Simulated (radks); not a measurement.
Species: S VII. Configuration: [Ne] (the NIST ground configuration). All-electron calculation, non-relativistic Kohn-Sham, exchange-only r2SCAN, spin-polarised, spherical densities, point nucleus; meta-GGA in the generalised Kohn-Sham scheme. Program: a radial shooting solver on a logarithmic mesh with Libxc functionals.

Unscreened Slater integrals over Kohn-Sham orbitals (hartree). They are taken over the spin-up orbitals.

\begin{tabular}{lr}
integral & value \\ \hline
F0(2p,2p) & 2.1014 \\
F2(2p,2p) & 0.97642 \\
F0(2p,2s) & 1.9842 \\
G1(2p,2s) & 1.1753 \\
F0(2p,1s) & 2.9291 \\
G1(2p,1s) & 0.42572 \\
F0(2s,2s) & 1.9066 \\
F0(2s,1s) & 2.6879 \\
G0(2s,1s) & 0.22627 \\
F0(1s,1s) & 9.6730 \\
\end{tabular}
